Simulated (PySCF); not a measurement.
# Basis and Hamiltonian dependence of the excitation energy of P

P [Ne] 3s2 3p3 (4S) → P [Ne] 3s1 3p4 (4P). All values are computed (PySCF 2.14, energy differences of UHF-based or UKS calculations, no spin-orbit coupling). Values in eV.

```
                                                                  basis       Hamiltonian  functions    UHF  r2SCAN   PBE0  MP2 (valence)  CCSD(T) (valence)  CCSD(T) (valence and next inner shell)
                                                        aug-cc-pV(D+d)Z  non-relativistic         32  7.967   7.662  8.062          7.996              7.426                                     n/a
                                                          aug-cc-pwCVDZ  non-relativistic         36  7.962   7.655  8.052          7.999              7.429                                     n/a
                                                            def2-TZVPPD  non-relativistic         48  7.935   7.595  8.007          8.027              7.404                                   7.490
                                                             dyall-av2z  non-relativistic         50  7.965   7.657  8.056          8.016              7.497                                     n/a
         x2c-TZVPPall with one added diffuse shell each of s, p, d type     spin-free X2C         51  7.980   7.672  8.085          8.100              7.457                                   7.547
                                                           x2c-QZVPPall     spin-free X2C         70  7.982   7.672  8.083          8.111              7.546                                   7.647
                                                          aug-cc-pwCVTZ  non-relativistic         75  7.896   7.592  8.002          8.030              7.397                                   7.493
                                                             dyall-av3z  non-relativistic         84  7.893   7.590  7.999          8.029              7.439                                     n/a
      x2c-QZVPPall with one added diffuse shell each of s, p, d, f type     spin-free X2C         86  7.970   7.668  8.080          8.111              7.453                                   7.560
                                                        aug-cc-pV(Q+d)Z  non-relativistic         89  7.893   7.592  8.002          8.025              7.382                                     n/a
                                                            dyall-acv3z  non-relativistic        113  7.892   7.587  7.997          8.032              7.395                                     n/a
aug-cc-pV(Q+d)Z with one added diffuse shell each of s, p, d, f, g type  non-relativistic        114  7.893   7.592  8.002          8.025                n/a                                     n/a
                                                        aug-cc-pCVQZ-DK     spin-free X2C        134  7.969   7.668  8.079          8.102                n/a                                     n/a
                                                          aug-cc-pwCVQZ  non-relativistic        134  7.891   7.588  7.996          8.029                n/a                                     n/a
```

Frozen in the all-electron rows: valence: [Ne]; valence and next inner shell: 1s2.

Reference for a calculation without spin-orbit coupling: 7.395 eV (measured, between term centres; NIST).
